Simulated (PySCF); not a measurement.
Geometry (Å), atoms numbered from 1 in this order:
```xyz
18

F     2.809    0.402    1.168
C     2.775   -0.094   -0.082
F     3.882   -0.811   -0.268
O     1.706   -0.924   -0.221
B     0.422   -0.445   -0.208
C    -0.840   -1.368   -0.350
C    -1.996   -0.416   -0.008
C    -1.529    0.975   -0.457
C    -0.044    1.055   -0.068
H     2.762    0.750   -0.793
H    -0.817   -2.305    0.228
H    -0.891   -1.670   -1.416
H    -2.152   -0.409    1.085
H    -2.958   -0.704   -0.460
H    -2.141    1.786   -0.033
H    -1.622    1.052   -1.555
H     0.060    1.311    1.005
H     0.533    1.820   -0.612
```

Geometry: PBE0-D3(BJ)/def2-SVP; GIAO absolute shieldings from PySCF 2.14.0 with density-fitted response routines, gas phase, non-relativistic, averaged over equivalent atoms.

At PBE0/pcSseg-1 (198 basis functions, 58 s wall time on 1 thread of an Arm Neoverse N1, shared host):
```
          atoms  σ (ppm)
          F1/F3    268.6
             C2     64.7
          C7/C8    155.9
          C6/C9    163.6
             O4     99.8
             B5     37.6
            H10    24.99
H13/H14/H15/H16    29.64
H11/H12/H17/H18    30.34
```

Problem. Estimate the result of repeating the calculation with CAM-B3LYP/pcSseg-1.

Solution. 
```json
{"atoms": "F1/F3", "σ at CAM-B3LYP/pcSseg-1": "268.8", "change": "+0.2"}
{"atoms": "C2", "σ at CAM-B3LYP/pcSseg-1": "60.8", "change": "-3.9"}
{"atoms": "C7/C8", "σ at CAM-B3LYP/pcSseg-1": "154.1", "change": "-1.8"}
{"atoms": "C6/C9", "σ at CAM-B3LYP/pcSseg-1": "161.9", "change": "-1.7"}
{"atoms": "O4", "σ at CAM-B3LYP/pcSseg-1": "100.6", "change": "+0.8"}
{"atoms": "B5", "σ at CAM-B3LYP/pcSseg-1": "33.9", "change": "-3.7"}
{"atoms": "H10", "σ at CAM-B3LYP/pcSseg-1": "25.04", "change": "+0.05"}
{"atoms": "H13/H14/H15/H16", "σ at CAM-B3LYP/pcSseg-1": "29.72", "change": "+0.08"}
{"atoms": "H11/H12/H17/H18", "σ at CAM-B3LYP/pcSseg-1": "30.44", "change": "+0.10"}
```

The largest change is at C2 (sp3 CH bonded to 2 F and O). Cost: 198 basis functions, 73 s wall time on 1 thread of an Arm Neoverse N1, shared host. The order of the carbon signals is the same at both levels.

A carbon bonded to boron is broadened by the quadrupolar boron nucleus and is often missing from a measured spectrum.
